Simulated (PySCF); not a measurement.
# A search over the determinants of NiH⁺

Unrestricted PBE0; basis Ni def2-TZVPPD, H def2-TZVPPD; no relativity; PySCF 2.14. Outer shells of the fragments: Ni+ 3d9; H 1s1.

Followed along the bond (rough minima from three points):

```csv
2Ms+1,unpaired,⟨S²⟩ at the start,R at minimum (Å),Te (eV)
3,"σ ↑, δ ↑",2.00,1.48,0.00
3,"σ ↑, π ↑",2.00,1.43,0.29
1,"σ ↓, δ ↑",1.01,1.48,0.50
1,"σ ↓, π ↑",1.01,1.54,0.86
3,"π ↑, δ ↑",2.01,1.58,1.39
1,none,0.00,none in the scan,≤ 0.90
```

Solutions found at the starting distance of 1.475 Å, counted from the lowest of them; the search is not exhaustive and high or unbound solutions are not listed, so other states can lie among these:

```tsv
2Ms+1	unpaired	term	E (eV)	⟨S²⟩	⟨Lz²⟩	μ (D)
3	σ ↑, δ ↑	³Δ	0.00	2.00	4.00	-1.40
3	σ ↑, π ↑	mixed	0.47	2.00	1.65	-1.48
1	σ ↓, δ ↑	mixed	0.50	1.01	4.00	-1.11
1	σ ↓, π ↑	mixed	0.88	1.01	1.17	-1.11
1	none	¹Σ⁺	0.92	0.00	0.00	-0.70
3	π ↑, δ ↑	mixed	1.46	2.01	5.01	-1.97
3	σ ↑↑	³Σ⁺	2.20	2.00	0.00	0.41
1	π ↓, δ ↑	mixed	2.26	1.00	5.01	-1.97
3	δ ↑↑	³Σ⁻	2.45	2.01	0.00	-1.76
1	δ ↑↓	mixed	2.88	1.00	8.01	-1.77
1	none	mixed	4.26	0.00	8.00	-1.76
5	σ ↑↑, π ↑, δ ↑	mixed	4.82	6.00	5.00	1.87
5	σ ↑↑↑, δ ↑	⁵Δ	5.17	6.00	4.00	2.52
5	σ ↑↑, δ ↑↑	⁵Σ⁻	5.72	6.00	0.00	1.54
```

A term symbol is given only where ⟨S²⟩ and ⟨Lz²⟩ are close to those of a pure state; real π, δ and φ orbitals otherwise mix terms. A positive dipole points towards H; it is taken about the centre of mass and depends on that origin.

Q: Compare the gap between the two lowest followed solutions at the starting distance with the gap between their minima.

A: At PBE0 the second solution (triplet, unpaired electrons σ ↑, π ↑) lies +0.47 eV from the first (triplet, unpaired electrons σ ↑, δ ↑) at 1.475 Å and +0.29 eV at the minima; the two curves relax by different amounts, since their minima lie near 1.43 and 1.48 Å.

The state is the lowest single determinant that the PBE0 search found; with open d or f shells the true ground state can be another one.
